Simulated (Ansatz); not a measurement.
The cluster Al7, relaxed as a doublet with UKS r2SCAN-D4/def2-SVP in Ansatz, starting from the GFN1-xTB geometry. Force threshold 0.02 eV/Å.

The structure comes from a short search, and lower isomers may exist.

Start:

```xyz
7

Al    1.0336   -1.3828   -0.7683
Al    0.2005    0.5032   -2.2461
Al   -1.3513   -0.6063    1.1972
Al    1.2359    0.0172    1.5263
Al   -1.0014    1.6220   -0.2595
Al    1.3803    2.4295    0.8792
Al   -1.4977   -2.5828   -0.3288
```

```
step  energy (eV)  largest force component (eV/Å)  SCF passes
   1  -46157.2063                           0.915          63
   2  -46157.6940                           0.517          44
   3  -46158.0289                           0.419          35
   4  -46158.3280                           0.370          36
   5  -46158.5812                           0.322          35
   6  -46158.7600                           0.257          35
   7  -46158.8777                           0.423          34
   8  -46158.9627                           0.170          40
   9  -46159.0087                           0.164          37
  10  -46159.0858                           0.344          44
  11  -46159.1627                           0.365          50
  12  -46159.1770                           0.386          45
  13  -46159.2049                           0.114          45
  14  -46159.2118                           0.037          44
  15  -46159.2123                           0.033          41
  16  -46159.2123                           0.017          30
```

Force components are those of the run's own axes.

End:

```
atom   x (Å)   y (Å)   z (Å)
 Al1   0.899  -1.912  -0.131
 Al2   0.750   0.210  -1.578
 Al3  -1.036  -1.034   1.530
 Al4   1.194   0.224   1.273
 Al5  -1.315   1.151   0.199
 Al6   0.959   2.408  -0.161
 Al7  -1.451  -1.048  -1.132
```

Bonds formed: Al1–Al3, Al2–Al4, Al2–Al6, Al2–Al7, Al4–Al5, Al5–Al7 (atoms count from 1).

No frequencies were taken in this run, so the end may be a saddle point.

It took 54 s on 4 threads of Intel Xeon 6975P-C on a shared host.
